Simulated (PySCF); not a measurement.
Delta-SCF ions had no search for a lower state. Excitations are Tamm–Dancoff values on a coarser integration grid. The basis has no diffuse functions, so Rydberg states are missing or too high.

Z-matrix (Å, degrees):
```
N
C 1 1.4334
H 2 1.1018 1 111.41
H 2 1.1113 3 106.80 1 122.89
H 2 1.1119 3 107.04 4 113.57
C 1 1.4337 2 113.76 3 179.50
H 6 1.1016 1 111.37 2 -178.66
H 6 1.1113 7 106.73 1 -122.71
H 6 1.1119 7 107.18 8 -113.60
In 1 2.0324 2 123.33 3 -2.40
N 10 2.0385 1 118.15 2 9.03
H 11 1.0168 10 115.61 1 -155.83
H 11 1.0172 12 107.77 10 -130.37
N 10 2.0390 1 117.14 2 177.94
H 14 1.0168 10 115.68 1 162.25
H 14 1.0171 15 107.75 10 130.20
```
Charge 0, spin multiplicity 1.

Problem. Estimate the S1 oscillator strength, brightest of the four lowest singlets (TDA) and vertical ionisation energy (Delta-SCF) that M06-2X/def2-TZVP // PBE0-D3(BJ)/def2-SVP run with PySCF returns for this input.

Solution. 
```
Property                                       Value
-------------------------------------------  -------
S1 oscillator strength                         0.015
brightest of the four lowest singlets (TDA)  5.20 eV
vertical ionisation energy (Delta-SCF)       7.75 eV
```
